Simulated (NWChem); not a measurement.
System meant: CrS₂ClF; SMILES [F][Cr](=[S])([Cl])=[S]

The following NWChem deck was run.

```
start job
memory heap 200 mb stack 900 mb global 1100 mb
geometry units angstroms noautoz
  Cr    -0.222241     0.089568     0.000000
  S      0.547377     0.933602    -1.611451
  S      0.547377     0.933602     1.611451
  F     -1.909913     0.279919     0.000000
  Cl     0.295816    -1.980912     0.000000
end
basis spherical
  * library def2-svp
end
dft
  xc pbe0
  iterations 4
  mulliken
end
task dft energy
```

End of the output:

```
    Atom       Charge   Shell Charges
 -----------   ------   -------------------------------------------------------
    1 Cr  24    25.18   2.00  2.00  1.93  0.34  0.12  5.99  5.88  1.26  3.60  2.03  0.02
    2 S   16    15.41   2.00  1.96  1.00  0.70  5.80  1.71  2.18  0.05
    3 S   16    15.41   2.00  1.96  1.00  0.70  5.80  1.71  2.18  0.05
    4 F    9     9.17   1.98  1.03  0.76  3.23  2.16  0.01
    5 Cl  17    16.84   2.00  1.96  1.04  0.78  5.82  2.21  3.01  0.02

 center of mass
 --------------
 x =  -0.02797121 y =   0.01586499 z =   0.00000000

 moments of inertia (a.u.)
 ------------------
        1288.852588938485          -0.000000000000           0.000000000000
          -0.000000000000         928.792691499375           0.000000000000
           0.000000000000           0.000000000000        1031.705528417195

     Multipole analysis of the density
     ---------------------------------

     L   x y z        total         alpha         beta         nuclear
     -   - - -        -----         -----         ----         -------
     0   0 0 0     -0.000000    -41.000000    -41.000000     82.000000

     1   1 0 0      1.528237      0.764118      0.764118     -0.000000
     1   0 1 0     -1.113636     -0.556818     -0.556818      0.000000
     1   0 0 1     -0.000000     -0.000000     -0.000000      0.000000

     2   2 0 0    -44.471090   -102.716423   -102.716423    160.961757
     2   1 1 0     -1.481346      0.332501      0.332501     -2.146347
     2   1 0 1      0.000000      0.000000      0.000000      0.000000
     2   0 2 0    -39.745762   -190.400585   -190.400585    341.055407
     2   0 1 1      0.000000      0.000000      0.000000      0.000000
     2   0 0 2    -34.959519   -165.851729   -165.851729    296.743940

 ------------------------------------------------------------------------
 dft energy failed                                                                                  0
 ------------------------------------------------------------------------
 ------------------------------------------------------------------------
  current input line :
    18: task dft energy
 ------------------------------------------------------------------------
 ------------------------------------------------------------------------
 This type of error is most commonly associated with calculations not reaching convergence criteria
 ------------------------------------------------------------------------
 For more information see the NWChem manual at https://nwchemgit.github.io

0:dft energy failed:Received an Error in Communication
```

**Question.** Find the fault in this run and fix the input.

**Answer.** Convergence was not reached. Cause: the SCF was allowed too few iterations. This input runs:
```
start job
memory heap 200 mb stack 900 mb global 1100 mb
geometry units angstroms noautoz
  Cr    -0.222241     0.089568     0.000000
  S      0.547377     0.933602    -1.611451
  S      0.547377     0.933602     1.611451
  F     -1.909913     0.279919     0.000000
  Cl     0.295816    -1.980912     0.000000
end
basis spherical
  * library def2-svp
end
dft
  xc pbe0
  iterations 150
  mulliken
end
task dft energy
```
It converges to -2399.60879 Ha (PBE0/def2-SVP).
